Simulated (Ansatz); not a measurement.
Geometry optimisation, Ansatz 0.2.0, UKS PBE0-D4/cc-pVDZ.

The input (input.yaml):

```yaml
crystal:
  periodic: [false, false, false]
  atoms:
    - { symbol: C, position_ang: [-0.0887, 0.91, -0.1498] }
    - { symbol: Al, position_ang: [0.2016, -0.9719, 0.2186] }
    - { symbol: F, position_ang: [1.5311, -1.4431, 1.2877] }
    - { symbol: Cl, position_ang: [-1.0092, -2.509, -0.6902] }
    - { symbol: H, position_ang: [-1.0061, 1.0397, -0.8602] }
    - { symbol: H, position_ang: [-0.3518, 1.5029, 0.7866] }
    - { symbol: H, position_ang: [0.7843, 1.4034, -0.6384] }
magnetization:
  spin_polarized: true
basis:
  gaussian: { orbitals: cc-pVDZ }
hamiltonian:
  xc: pbe0
  dispersion: d4
relax:
  f_tol: 0.02
  max_steps: 50
output:
  orbitals: {}
```

Run as:

```bash
$ ansatz run input.yaml --threads 2 --pin off --max-ram 3072MiB --backend cpu --events-out ev --progress --plain --runs-dir out
```

Where does it end, and by what steps?

The forces met the threshold. After 4 steps the energy has fallen by 0.208 eV; F3 moved furthest, 0.10 Å.

```csv
step,energy less start (eV),largest force component (eV/Å),accepted
0,0.0000,1.615,yes
1,-0.1727,0.812,yes
2,-0.2063,0.165,yes
3,-0.2081,0.023,yes
4,-0.2082,0.010,yes
```

```xyz
7
Properties=species:S:1:pos:R:3
C -0.119 0.924 -0.161
Al 0.205 -0.949 0.203
F 1.454 -1.440 1.227
Cl -0.954 -2.512 -0.631
H -0.968 1.055 -0.847
H -0.331 1.467 0.774
H 0.774 1.387 -0.612
```

The run took 17 s on 2 threads of Intel(R) Xeon(R) Platinum 8375C CPU @ 2.90GHz (Ice Lake) (shared host), peak memory 0.23 GiB.
